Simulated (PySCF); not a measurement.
**Radial density of I³⁵⁺ (iodine, charge +35)**

UHF, [Ar], closed-shell 1S. All numbers are calculated (PySCF 2.14, scalar relativity by spin-free X2C-1e, in an even-tempered Gaussian basis (18 s from 5.9 bohr⁻², ratio 2.5; 12 p from 7.7 bohr⁻², ratio 2.5; 5 d from 35 bohr⁻², ratio 2.7; 4 f from 52 bohr⁻², ratio 2.7)).

```tsv
r (bohr)	4πr²ρ (e/bohr)
0.0236	67.22
0.0396	60.43
0.0667	81.26
0.112	63.84
0.189	31.25
0.317	30.18
0.534	2.145
0.898	0.003959
```

Densities and radii are taken from the X2C orbitals without a picture-change correction, which distorts them close to the nucleus.
